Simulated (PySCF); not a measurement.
**P (phosphorus, neutral): UHF calculation**

Configuration: [Ne] 3s2 3p3, high-spin 4S determinant. Computed with PySCF 2.14 in aug-cc-pVDZ-DK, with scalar relativity by spin-free X2C-1e.

```
Total energy                        : -341.524308 hartree
One-electron energy                 : -472.5758 hartree
Hartree (Coulomb) energy            : 153.7764 hartree
Exchange energy                     : -22.7249 hartree
⟨S²⟩                                : 3.7505
⟨L²⟩                                : 0.000
Sum of ⟨r⟩                          : 14.98 bohr
Sum of ⟨r²⟩                         : 30.36 bohr²
Langevin diamagnetic susceptibility : -24.0 ×10⁻⁶ cm³/mol
```

| shell | electrons | mean orbital energy (eV) | rms radius, mean of both spins (bohr) |
| --- | --- | --- | --- |
| 1s α | 1 | -2182.4 | 0.120 |
| 1s β | 1 | -2181.9 | 0.120 |
| 2s α | 1 | -205.73 | 0.560 |
| 2s β | 1 | -205.14 | 0.560 |
| 2p α | 3 | -147.53 | 0.540 |
| 2p β | 3 | -146.47 | 0.540 |
| 3s α | 1 | -22.866 | 2.08 |
| 3s β | 1 | -15.277 | 2.08 |
| 3p α | 3 | -10.661 | 2.53 |

Densities and radii are taken from the X2C orbitals without a picture-change correction, which distorts them close to the nucleus.

Spin-orbit constants ζ (cm⁻¹) from the X2C one-electron operator on these orbitals: bare nucleus, nucleus screened by l(l+1)(2l+1)/3 electrons, and screened by the Breit-Pauli mean field of the electrons.

| shell | bare | screened nucleus | mean field |
| --- | --- | --- | --- |
| 2p | 5430 | 4706 | 4375 |
| 3p | 289.2 | 250.6 | 228.6 |
